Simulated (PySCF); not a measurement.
Exercise with solution: oscillator strength and radiative lifetime

Al(H)2(NHMe) (CH6AlN), SMILES C[NH][AlH2].

Geometry: B3LYP-D3(BJ)/def2-TZVP.

TDDFT-ωB97X/def2-SVPD in PySCF puts the first singlet state with f over 0.02 at 5.99 eV (vertical), with the transition dipole (0.172, -0.923, 0.000) in atomic units.

Find the oscillator strength, the wavelength and the radiative lifetime that this transition would have in vacuum if emission retraced absorption.


|μ|² = 0.8815 au, so |μ| = 2.39 D. ΔE = 5.99/27.211 = 0.2201 hartree. f = (2/3) ΔE |μ|² = 0.129 (the program prints 0.129).
λ = 1239.84/5.99 = 207 nm; ν = 48313 cm⁻¹.
Einstein's coefficient A = 0.6670 ν² f s⁻¹ (ν in cm⁻¹) = 2.0e8 s⁻¹, so τ = 1/A = 5.0 ns. This state is S1. The figure is the radiative limit of this one transition; relaxation, internal conversion, crossing to triplets and a medium change what is measured.
